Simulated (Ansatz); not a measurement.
Computed with Ansatz on PBE0-D4/def2-TZVP structures; ΔE is electronic, products minus reactants. CCSD(T)/CBS adds triple-zeta CCSD(T) − MP2 to the extrapolated MP2 energy (def2 sets, frozen cores). This one scheme is used for every species. Functionals use def2-TZVPP. For Ge outer-core shells are correlated without core-valence functions, which leaves a few kJ/mol of doubt a bond. Scalar relativity is left out up to krypton. Each species was taken in one conformer, which may not be the lowest.

Consider the formal exchange of groups at a Ge–Ge bond: `[SiH3][GeH2][GeH2][GeH3]` + CH₄ → `[CH3][GeH2][GeH3]` + `[SiH3][GeH3]`.

| level | ΔE (kJ/mol) |
| --- | --- |
| BLYP-D4 | 67.5 |
| r2SCAN | 63.8 |

**Question.** What does CCSD(T)/CBS give? (An estimate is asked.)

**Answer.** Computed: +63.8 kJ/mol. The listed levels differ from it by 3.7, 0.0 kJ/mol.

Largest T1 diagnostic among the species: 0.012.

The D4 term adds +8.2 kJ/mol with B3LYP and +5.1 kJ/mol with PBE0; it sums over pairs of atoms, weighted by their polarisabilities, and B3LYP, whose exchange is more repulsive, gets the larger term. In def2-TZVPP, CCSD(T) changes the Hartree–Fock value by +10.2 kJ/mol (the triples alone add +1.8 kJ/mol) and MP2 by +13.2 kJ/mol.

B3LYP here is the variant with VWN-RPA as its local correlation; programs differ in this.
